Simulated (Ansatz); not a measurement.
CH$_{7}$FSSi$_{2}$ (`FC[SiH]([SiH3])S`) at its PBE0-D4/def2-TZVP geometry, where that method's forces vanish. The species carries charge 0 and has multiplicity 1.

```xyz
12

F     1.0173   -1.6038    1.6850
C     1.0110   -0.2206    1.5375
Si   -0.4558    0.2856    0.4429
Si   -0.3526   -0.7612   -1.6457
S    -0.2198    2.4109    0.2276
H     1.9613    0.0834    1.0874
H     0.9451    0.2302    2.5330
H    -1.7239   -0.0462    1.1487
H    -1.3448   -0.1196   -2.5516
H     1.0072   -0.5788   -2.2190
H    -0.6599   -2.2124   -1.5473
H    -1.1850    2.5324   -0.6986
```

What forces (eV/Å) does r2SCAN-D4/def2-TZVPP give on these atoms in Ansatz 0.2.0? (Best estimate.)

Ansatz gave: 
```
F1  -0.006 -0.367  0.035
C2   0.005  0.364 -0.033
Si3 -0.054 -0.039 -0.022
Si4  0.000 -0.018 -0.005
S5   0.020  0.067  0.004
H6   0.014  0.002  0.009
H7   0.014  0.002  0.012
H8   0.012 -0.014  0.003
H9   0.020 -0.015  0.010
H10 -0.024 -0.005  0.004
H11  0.005  0.019 -0.014
H12 -0.006  0.004 -0.005
```
